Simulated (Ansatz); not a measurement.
`C#C[SiH](Cl)Cl` + SiH₄ → `C#C[SiH]([SiH3])Cl` + HCl  (formal exchange of groups at the Si–Cl bond)

Program: Ansatz. Geometries: PBE0-D4/def2-TZVP. ΔE: electronic, gas phase. CCSD(T)/CBS adds triple-zeta CCSD(T) − MP2 to the extrapolated MP2 energy (def2 sets, frozen cores). This one scheme is used for every species.

`C#C[SiH](Cl)Cl`:

```xyz
7

C    -0.555    1.221    1.499
C    -0.193    0.481    0.619
Si    0.373   -0.635   -0.685
Cl   -1.010   -2.105   -0.956
Cl    0.600    0.417   -2.415
H    -0.878    1.877    2.275
H     1.662   -1.256   -0.338
```

SiH₄:

```xyz
5

Si    0.000    0.000    0.000
H    -1.086    0.832    0.575
H     0.205   -1.201    0.848
H     1.256    0.791   -0.050
H    -0.375   -0.422   -1.373
```

`C#C[SiH]([SiH3])Cl`:

```xyz
10

C     2.290   -0.346    1.448
C     1.320   -0.606    0.780
Si   -0.170   -0.917   -0.213
Si   -1.315    1.089   -0.567
Cl    0.385   -1.696   -2.038
H     3.151   -0.123    2.037
H    -0.993   -1.940    0.474
H    -2.523    0.833   -1.394
H    -0.420    2.043   -1.270
H    -1.726    1.663    0.742
```

HCl:

Cartesian coordinates in Å:
```
Cl 0.179 0.511 0.341
H -0.179 -0.511 -0.341
```

```csv
species,CCSD(T)/def2-TZVPP energy (Eh)
`C#C[SiH](Cl)Cl`,-1285.82909
SiH₄,-291.43564
`C#C[SiH]([SiH3])Cl`,-1116.89685
HCl,-460.33125
```

(1) Work out ΔE.

Largest T1 diagnostic among the species: 0.012.

## Answers

(1) ΔE = (-1116.89685) + (-460.33125) − (-1285.82909) − (-291.43564) = 0.03663 Eh = +96.2 kJ/mol. CCSD(T)/CBS gives +97.7 kJ/mol.

From PBE to PBE0 (25 % exact exchange), in def2-TZVPP and without D4, ΔE moves by +4.5 kJ/mol. In def2-TZVPP, CCSD(T) changes the Hartree–Fock value by −16.3 kJ/mol (the triples alone add −1.2 kJ/mol) and MP2 by −6.5 kJ/mol.
